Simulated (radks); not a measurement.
Q: The holmium ion Ho26+, configuration [Kr] 4d5. All-electron calculation, scalar-relativistic Kohn-Sham, PBE, spin-polarised, spherical densities, point nucleus; open shells are filled with parallel spins first. Program: a radial shooting solver on a logarithmic mesh with Libxc functionals. Some entries of the table are withheld. Estimate them.

| orbital | occ. | eigenvalue (eV) | <r^2> (bohr^2) |
|---|---|---|---|
| 1s up | 1 | -56365.98 | 0.0005881 |
| 1s down | 1 | -56365.93 | 0.0005880 |
| 2s up | 1 | -10153.78 | 0.009166 |
| 2s down | 1 | -10149.50 | 0.009164 |
| 2p up | 3 | -9093.423 | 0.007440 |
| 2p down | 3 | -9090.020 | 0.007438 |
| 3s up | 1 | -2928.550 | 0.05973 |
| 3s down | 1 | -2926.485 | 0.05964 |
| 3p up | 3 | -2604.608 | 0.05988 |
| 3p down | 3 | -2602.289 | 0.05977 |
| 3d up | 5 | -2198.101 | 0.04973 |
| 3d down | 5 | -2194.544 | 0.04967 |
| 4s up | 1 | -1187.518 | 0.2619 |
| 4s down | 1 | -1176.168 | 0.2623 |
| 4p up | 3 | -1071.530 | (1) |
| 4p down | 3 | -1060.327 | (2) |
| 4d up | 5 | (3) | (4) |
| 4d down | 0 | (5) | (6) |

A: 
(1) 4p up <r^2> (bohr^2): 0.2817
(2) 4p down <r^2> (bohr^2): 0.2826
(3) 4d up eigenvalue (eV): -918.3344
(4) 4d up <r^2> (bohr^2): 0.2947
(5) 4d down eigenvalue (eV): -907.2692
(6) 4d down <r^2> (bohr^2): 0.2961
